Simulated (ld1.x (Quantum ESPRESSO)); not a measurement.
**An all-electron radial function and its pseudo partner (Al)**

Columns: radius, all-electron u(r) and pseudo u(r) of the 3s shell (level -8.27 eV) of aluminium in the configuration [Ne] 3s1.5 3p1.5; LDA (PZ), scalar-relativistic, PAW scheme, ld1.x (Quantum ESPRESSO) 7.5.

```json
{"r (bohr)": "0.145", "all-electron": "0.0369", "pseudo": "0.0712"}
{"r (bohr)": "0.290", "all-electron": "-0.2322", "pseudo": "0.1419"}
{"r (bohr)": "0.435", "all-electron": "-0.3055", "pseudo": "0.2114"}
{"r (bohr)": "0.580", "all-electron": "-0.2300", "pseudo": "0.2792"}
{"r (bohr)": "0.725", "all-electron": "-0.0856", "pseudo": "0.3443"}
{"r (bohr)": "0.870", "all-electron": "0.0768", "pseudo": "0.4062"}
{"r (bohr)": "1.015", "all-electron": "0.2304", "pseudo": "0.4640"}
{"r (bohr)": "1.160", "all-electron": "0.3629", "pseudo": "0.5167"}
{"r (bohr)": "1.305", "all-electron": "0.4701", "pseudo": "0.5635"}
{"r (bohr)": "1.450", "all-electron": "0.5523", "pseudo": "0.6034"}
{"r (bohr)": "1.595", "all-electron": "0.6114", "pseudo": "0.6356"}
{"r (bohr)": "1.740", "all-electron": "0.6502", "pseudo": "0.6594"}
{"r (bohr)": "1.885", "all-electron": "0.6720", "pseudo": "0.6742"}
{"r (bohr)": "2.030", "all-electron": "0.6795", "pseudo": "0.6797"}
{"r (bohr)": "2.175", "all-electron": "0.6755", "pseudo": "0.6755"}
{"r (bohr)": "2.320", "all-electron": "0.6624", "pseudo": "0.6624"}
{"r (bohr)": "2.465", "all-electron": "0.6425", "pseudo": "0.6425"}
{"r (bohr)": "2.610", "all-electron": "0.6175", "pseudo": "0.6175"}
{"r (bohr)": "2.755", "all-electron": "0.5889", "pseudo": "0.5889"}
{"r (bohr)": "2.900", "all-electron": "0.5580", "pseudo": "0.5580"}
{"r (bohr)": "3.045", "all-electron": "0.5257", "pseudo": "0.5257"}
{"r (bohr)": "3.190", "all-electron": "0.4930", "pseudo": "0.4930"}
{"r (bohr)": "3.335", "all-electron": "0.4603", "pseudo": "0.4603"}
{"r (bohr)": "3.480", "all-electron": "0.4283", "pseudo": "0.4283"}
{"r (bohr)": "3.625", "all-electron": "0.3971", "pseudo": "0.3971"}
{"r (bohr)": "3.770", "all-electron": "0.3672", "pseudo": "0.3672"}
```

Q: How many radial nodes do the two functions have?

A: The all-electron 3s function has n − l − 1 = 2; the pseudo-wave has 0, since the states of the same l below it are removed with the core.

Q: At about which radius was the pseudo-wave matched?

A: 2.15 bohr, where the columns begin to agree (steps of 0.14 bohr).

Q: Is the pseudo-wave norm-conserving?

A: No, it belongs to a PAW set: the norm inside the radius is not constrained, and the difference is carried by the augmentation charge.
